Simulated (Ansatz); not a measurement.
Hf2(OH)8 (Hf2O8H8). The state is a triplet with charge 0. Geometry PBE-D4/def2-SVP, that of the neutral singlet; atoms count from 1.

```
atom   x (Å)   y (Å)   z (Å)
 Hf1  -0.312   0.587   1.704
  O2  -1.727   1.969   1.681
  O3  -1.113  -0.658   2.981
  O4   1.278   1.296   2.581
  O5   0.241  -1.114   0.439
 Hf6   0.500  -0.561  -1.660
  O7   0.223  -2.431  -2.153
  O8  -0.674   0.296  -2.999
  O9   2.367  -0.185  -2.074
 O10  -0.052   1.126  -0.389
 H11  -2.486   2.165   2.250
 H12  -1.624  -1.312   3.470
 H13   1.679   2.068   3.004
 H14   0.311  -2.028   0.763
 H15  -0.014  -3.344  -2.349
 H16  -1.106  -0.014  -3.809
 H17   2.996   0.222  -2.684
 H18  -0.488   1.916  -0.754
```

In the def2 sets Hf takes a core potential; there is no spin–orbit coupling. At PBE0-D4/def2-TZVP a singlet of charge 0 lies 6.97 eV below the triplet at the same geometry.

(1) Estimate the Mulliken populations from the PBE0/def2-TZVP orbitals of Ansatz.

(2) Where does the spin sit?

(3) And the Mayer bond orders between bonded heavy atoms (over 0.3)?

Answers

(1) 
```
atom  charge (e)  spin (α − β)  d electrons
 Hf1        0.82          0.81         1.60
  O2       -0.48          0.35            –
  O3       -0.42          0.39            –
  O4       -0.60          0.15            –
  O5       -0.69          0.00            –
 Hf6        1.65         -0.05         1.59
  O7       -0.67          0.04            –
  O8       -0.68          0.05            –
  O9       -0.70          0.00            –
 O10       -0.73         -0.01            –
 H11        0.33          0.03            –
 H12        0.28          0.07            –
 H13        0.28          0.07            –
 H14        0.30          0.06            –
 H15        0.31          0.00            –
 H16        0.33          0.00            –
 H17        0.32          0.01            –
 H18        0.34          0.02            –
```
Mulliken values and Mayer orders depend strongly on the basis.

(2) Summed by element: Hf 0.76, O 0.98, H 0.26, of 2 unpaired in all. Largest on single atoms: Hf1 0.81, O3 0.39, O2 0.35.

(3) Hf1–O2 0.80 (1.98 Å); Hf1–O3 0.78 (1.95 Å); Hf1–O4 1.01 (1.95 Å); Hf1–O5 0.44 (2.19 Å); Hf1–O10 0.49 (2.18 Å); O5–Hf6 0.47 (2.19 Å); Hf6–O7 1.00 (1.95 Å); Hf6–O8 0.99 (1.98 Å); Hf6–O9 1.03 (1.95 Å); Hf6–O10 0.47 (2.18 Å).
